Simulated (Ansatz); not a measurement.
Z-matrix (Å, degrees):
```
C
C 1 1.479
H 1 1.086 2 111.1
H 1 1.095 2 109.3 3 121.6
H 1 1.095 2 109.3 3 -121.6
F 2 1.330 1 110.7 3 180.0
Se 2 1.750 1 128.7 3 -0.0
```

Charge 0, multiplicity 1.

**Question.** List the PBE0/def2-TZVPP orbital energies in eV (Ansatz 0.2.0). (An estimate is asked.)

**Answer.** Ansatz gave: Occupied: -12361.25, -1584.07, -1421.09, -1421.08, -1421.01, -675.26, -282.54, -278.99, -214.50, -158.06, -158.03, -157.79, -58.12, -58.09, -57.89, -57.86, -57.81, -35.31, -22.72, -20.14, -17.26, -14.42, -14.35, -13.58, -12.17, -11.85, -10.23, -7.90, -6.67. Lowest empty: -2.23, 1.25, 1.69, 2.62, 3.02, 3.33, 3.87, 4.49.
